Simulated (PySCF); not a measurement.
CH6FNOSi2, SMILES N[Si@@H]1OC[Si@@H]1F. Atoms are numbered in the order given.

```xyz
12

N      2.3589     0.2971    -0.2193
Si     1.0175    -0.6420     0.2740
O      0.0287    -1.3536    -0.9207
C     -1.2328    -0.6750    -0.9580
Si    -1.0400     0.4083     0.6100
F     -1.1995     2.0164     0.3608
H      2.2562     1.1534    -0.7504
H      3.2852    -0.1023    -0.3135
H      1.5763    -1.7065     1.1535
H     -1.3456    -0.0914    -1.8899
H     -2.0593    -1.4059    -0.9240
H     -1.9479     0.0755     1.7495
```
Charge 0, spin multiplicity 1.

Coordinates come from a PBE0-D3(BJ)/def2-SVP optimisation. The structure was generated by enumeration; whether it is a known compound was not checked. One conformer was computed; it need not be the lowest.

Calculation: PySCF with PBE/def2-TZVP.

Atomic charges (e):

| atom | Mulliken | meta-Löwdin | Löwdin |
|---|---|---|---|
| N1 | -0.56 | -0.70 | -0.24 |
| Si2 | 0.31 | 0.75 | 0.00 |
| O3 | -0.29 | -0.59 | 0.07 |
| C4 | -0.14 | -0.25 | -0.45 |
| Si5 | 0.37 | 0.73 | 0.14 |
| F6 | -0.30 | -0.48 | -0.01 |
| H7 | 0.23 | 0.24 | 0.16 |
| H8 | 0.23 | 0.24 | 0.16 |
| H9 | -0.03 | -0.10 | -0.03 |
| H10 | 0.10 | 0.12 | 0.12 |
| H11 | 0.11 | 0.12 | 0.12 |
| H12 | -0.04 | -0.09 | -0.04 |

Computed Mayer and Wiberg (Löwdin basis) orders of the bonds:
| bond | Mayer | Wiberg |
|---|---|---|
| N1–Si2 | 1.23 | 1.62 |
| Si2–O3 | 1.11 | 1.44 |
| O3–C4 | 1.00 | 1.47 |
| Si2–Si5 | 0.92 | 0.97 |
| C4–Si5 | 0.94 | 1.11 |
| Si5–F6 | 1.09 | 1.71 |
| N1–H7 | 0.91 | 0.95 |
| N1–H8 | 0.91 | 0.95 |
| Si2–H9 | 0.92 | 0.90 |
| C4–H10 | 0.93 | 0.89 |
| C4–H11 | 0.93 | 0.89 |
| Si5–H12 | 0.89 | 0.92 |
